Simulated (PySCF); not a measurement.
# Xenon: a sound run and one with changed settings

Sound run: Xe [Xe], Xe⁺ [Kr] 4d10 5s2 5p5. Computed with PySCF 2.14 in cc-pVDZ-PP with ECP28MDF (4s3p2d, 23 functions), with a scalar-relativistic core potential. The sound run starts from symmetry-adapted Hartree-Fock orbitals and uses a fine grid where one is needed.

Changed run: 6 angular points. This setting is unsound on purpose.

```
species  method  sound run (hartree)  changed run (hartree)  converged
     Xe     UHF           -328.29085             -328.29085        yes
     Xe     LDA           -328.90611             -329.20631        yes
     Xe  M06-2X           -329.28517             -329.31184        yes
    Xe⁺     UHF           -327.86494             -327.86494        yes
    Xe⁺     LDA           -328.44131             -328.76308        yes
    Xe⁺  M06-2X           -328.83097             -328.87651        yes
```

Ionisation energy of Xe:

```json
{"method": "UHF", "sound run (eV)": "11.590", "changed run (eV)": "11.590"}
{"method": "LDA", "sound run (eV)": "12.648", "changed run (eV)": "12.061"}
{"method": "M06-2X", "sound run (eV)": "12.359", "changed run (eV)": "11.846"}
```

A coarse angular grid integrates products of high-l functions wrongly, so density functionals can shift, and the SCF can exploit the error; Hartree-Fock and MP2 need no grid.

For comparison, NIST gives 12.130 eV between the lowest levels.
